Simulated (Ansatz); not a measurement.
Ansatz (an electronic-structure program) input (BLYP/6-31G*):

Ansatz 0.2 input:
```yaml
crystal:
  periodic: [false, false, false]
  atoms:
    - {symbol: Si, position_ang: [-3.24254500, 0.12090800, 0.65960500]}
    - {symbol: O, position_ang: [-1.69788200, -0.41151600, 0.45070000]}
    - {symbol: C, position_ang: [-0.62734100, 0.42395300, 0.03877300]}
    - {symbol: C, position_ang: [0.62734100, -0.42395300, -0.03877300]}
    - {symbol: O, position_ang: [1.69788200, 0.41151600, -0.45070000]}
    - {symbol: Si, position_ang: [3.24254500, -0.12090800, -0.65960500]}
    - {symbol: H, position_ang: [-3.29696100, 1.18623400, 1.69229300]}
    - {symbol: H, position_ang: [-3.78359900, 0.67637500, -0.60650900]}
    - {symbol: H, position_ang: [-4.03130200, -1.05099700, 1.08649900]}
    - {symbol: H, position_ang: [-0.47152400, 1.24041800, 0.75215800]}
    - {symbol: H, position_ang: [-0.83045300, 0.86436200, -0.94336600]}
    - {symbol: H, position_ang: [0.83045300, -0.86436200, 0.94336600]}
    - {symbol: H, position_ang: [0.47152400, -1.24041800, -0.75215800]}
    - {symbol: H, position_ang: [3.78359900, -0.67637500, 0.60650900]}
    - {symbol: H, position_ang: [4.03130200, 1.05099700, -1.08649900]}
    - {symbol: H, position_ang: [3.29696100, -1.18623400, -1.69229300]}
basis:
  gaussian:
    orbitals: 6-31G*
hamiltonian:
  xc: {name: BLYP}
output: {forces: true}
```

Output:

```
Functional definition: BLYP
integrals: 0.07 GiB planned
1464 factors; their error is unknown
mean field: 0.39 GiB planned
mean field evaluation 1: about -22073.8108 eV, gradient 7.0e1 eV
mean field evaluation 2: about -22033.6752 eV, gradient 1.6e2 eV
mean field evaluation 4: about -22083.4450 eV, gradient 9.2e0 eV
mean field evaluation 8: about -22083.6150 eV, gradient 3.7e-1 eV
mean field evaluation 16: about -22083.4932 eV, gradient 4.4e-4 eV
mean field -22083.49316870 eV, -811.5534052205 hartree, gradient 2.8e-5 eV, S^2 0.000000; 0 other end points of the search recorded, 0 dependent functions left out
the calculation of the forces begins
reference -22083.49360932 eV, -811.5534214130 hartree; 33, 33 occupied and 85, 85 virtual orbitals, 1464 factors
Total energy: -22083.49360932 eV, -811.5534214130 hartree
Atom 0 at    -3.242545     0.120908     0.659605 Å, force    -0.418277     0.231145     0.037279 eV/Å
Atom 1 at    -1.697882    -0.411516     0.450700 Å, force     0.376704    -0.742972     0.085041 eV/Å
Atom 2 at    -0.627341     0.423953     0.038773 Å, force    -0.049258     0.177377    -0.028913 eV/Å
Atom 3 at     0.627341    -0.423953    -0.038773 Å, force     0.049258    -0.177377     0.028913 eV/Å
Atom 4 at     1.697882     0.411516    -0.450700 Å, force    -0.376704     0.742972    -0.085041 eV/Å
Atom 5 at     3.242545    -0.120908    -0.659605 Å, force     0.418277    -0.231145    -0.037279 eV/Å
Atom 6 at    -3.296961     1.186234     1.692293 Å, force    -0.092490     0.220712     0.227270 eV/Å
Atom 7 at    -3.783599     0.676375    -0.606509 Å, force    -0.191811     0.116651    -0.241910 eV/Å
Atom 8 at    -4.031302    -1.050997     1.086499 Å, force    -0.172635    -0.211086     0.083363 eV/Å
Atom 9 at    -0.471524     1.240418     0.752158 Å, force     0.078905     0.321505     0.236116 eV/Å
Atom 10 at    -0.830453     0.864362    -0.943366 Å, force    -0.046533     0.190081    -0.356435 eV/Å
Atom 11 at     0.830453    -0.864362     0.943366 Å, force     0.046533    -0.190081     0.356435 eV/Å
Atom 12 at     0.471524    -1.240418    -0.752158 Å, force    -0.078905    -0.321505    -0.236116 eV/Å
Atom 13 at     3.783599    -0.676375     0.606509 Å, force     0.191811    -0.116651     0.241910 eV/Å
Atom 14 at     4.031302     1.050997    -1.086499 Å, force     0.172635     0.211086    -0.083363 eV/Å
Atom 15 at     3.296961    -1.186234    -1.692293 Å, force     0.092490    -0.220712    -0.227270 eV/Å
Dipole moment:    -0.000000     0.000000     0.000000 e Å
```

The geometry given is a B3LYP-D3(BJ)/def2-TZVP minimum.
